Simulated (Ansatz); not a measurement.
`F[SiH](F)[SiH2]Cl` → `F[Si]F` + `[SiH3]Cl` at 298.15 K and 1 bar (silylene formation by 1,1-elimination).

Isolated molecules relaxed with PBE0-D4/def2-TZVP in Ansatz; ΔE leaves out vibrations. CCSD(T)/CBS is the MP2 limit (def2-TZVPP, def2-QZVPP) plus CCSD(T) − MP2 in def2-TZVPP, frozen cores. This one scheme is used for every species. Each species was taken in one conformer, which may not be the lowest.

```
            species  CCSD(T)/CBS energy (Eh)  H − E (kJ/mol)  S (J/(mol·K))
`F[SiH](F)[SiH2]Cl`              -1239.50061           110.5          367.1
           `F[Si]F`               -488.75686            23.6          256.9
         `[SiH3]Cl`               -750.69636            80.1          250.8
```

H − E and S are ideal-gas, rigid-rotor, harmonic terms from PBE0-D4/def2-TZVP, for one conformer and one mirror image of each species. 1 Eh = 2625.50 kJ/mol, R = 8.31446 J/(mol·K).

Problem. By hand: ΔE, ΔH, ΔS and ΔG.

Solution. ΔE = (-488.75686) + (-750.69636) − (-1239.50061) = 0.04739 Eh = 124.4 kJ/mol. Δ(H − E) = 23.6 + 80.1 − 110.5 = -6.8, so ΔH = 117.6 kJ/mol. ΔS = 256.9 + 250.8 − 367.1 = 140.6 J/(mol·K). ΔG = 117.6 − 298.15 × (140.6)/1000 = 75.7 kJ/mol.

Problem. By hand: the equilibrium constant, and the temperature at which ΔG would vanish if ΔH and ΔS stayed fixed.

Solution. log₁₀ K = −ΔG/(RT ln 10) = -13.3. ΔG = 0 at ΔH/ΔS = 836 K.

The number of gas molecules changes by +1, which sets the sign of ΔS. A doubt of 5 kJ/mol in ΔE shifts log₁₀ K by 0.9 here. Other conformers and mirror images would add mixing entropy, several J/(mol·K) or more a flexible species. Modes under 60 cm⁻¹, often nearly free rotors, make the harmonic entropy too high. These are equilibria of isolated gas molecules and say nothing of rates. Largest T1 diagnostic: 0.015 (customary marks: 0.02 for closed shells, 0.045 for open ones).
